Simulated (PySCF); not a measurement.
# Correlation energy of F³⁺ (fluorine, charge +3)

[He] 2s2 2p2, high-spin 3P determinant. Calculation: PySCF 2.14, in x2c-TZVPPall with one added diffuse shell each of s, p, d type (6s4p3d1f, 40 functions); scalar relativity by spin-free X2C-1e. Frozen: nothing; 6 electrons correlated.

```json
{"level": "CCSD", "correlation energy (mhartree)": "-116.61"}
{"level": "(T)", "correlation energy (mhartree)": "-1.21"}
{"level": "CCSD(T)", "correlation energy (mhartree)": "-117.82"}
```

Diagnostics: T1 = 0.0030, D1 = 0.0078, largest double amplitude 0.121.

Cost of the coupled-cluster step: about 0.9 core-seconds, for 6 correlated electrons.

This basis was not built for core-valence correlation, so the inner-shell part is incomplete.
